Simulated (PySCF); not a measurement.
BF2 (SMILES F[B]F), doublet, geometry from GFN2-xTB. Base run: PBE0/def2-SV(P) in PySCF.

The PySCF input:
```python
from pyscf import gto, scf, dft

mol = gto.M(
    atom='''
B    -0.001407    0.560054    0.037735
F     1.106201   -0.152890   -0.009046
F    -1.105420   -0.158251   -0.011918
''',
    basis='def2-sv(p)',
    charge=0,
    spin=1,
    verbose=4,
)

mf = dft.UKS(mol)
mf.xc = 'pbe0'
mf.kernel()
```

Variants of this job, named by their change:

```json
[
 {"change": "base", "ΔE vs base (mEh)": "0.000", "fitting functions": "-", "dipole (D)": "0.56"},
 {"change": "auxbasis = cc-pvdz-jkfit", "ΔE vs base (mEh)": "-0.012", "fitting functions": "210", "dipole (D)": "0.56"},
 {"change": "auxbasis = even-tempered beta=1.6", "ΔE vs base (mEh)": "0.003", "fitting functions": "534", "dipole (D)": "0.56"},
 {"change": "auxbasis = def2-tzvp-ri", "ΔE vs base (mEh)": "-0.044", "fitting functions": "228", "dipole (D)": "0.56"},
 {"change": "exchange = seminumerical (SGX) (with mf = sgx.sgx_fit(mf, auxbasis='def2-universal-jfit'); with mf.with_df.dfj = True)", "ΔE vs base (mEh)": "-0.129", "fitting functions": "147", "dipole (D)": "0.56"},
 {"change": "auxbasis = autoaux", "ΔE vs base (mEh)": "-0.004", "fitting functions": "333", "dipole (D)": "0.56"},
 {"change": "auxbasis = cc-pvtz-ri", "ΔE vs base (mEh)": "-0.092", "fitting functions": "243", "dipole (D)": "0.56"},
 {"change": "auxbasis = def2-svp-ri", "ΔE vs base (mEh)": "-8.850", "fitting functions": "144", "dipole (D)": "0.56"},
 {"change": "auxbasis = even-tempered beta=2.0", "ΔE vs base (mEh)": "-0.059", "fitting functions": "363", "dipole (D)": "0.56"},
 {"change": "auxbasis = def2-universal-jfit", "ΔE vs base (mEh)": "2.642", "fitting functions": "147", "dipole (D)": "0.56"}
]
```

A fitting set is made for a task (jfit for Coulomb, jkfit for Coulomb and exchange, ri for correlation) and for a family of orbital bases.

Open shells are given as the SCF converged; they aren't shown to be the lowest states, and a large step between rows can be another state.
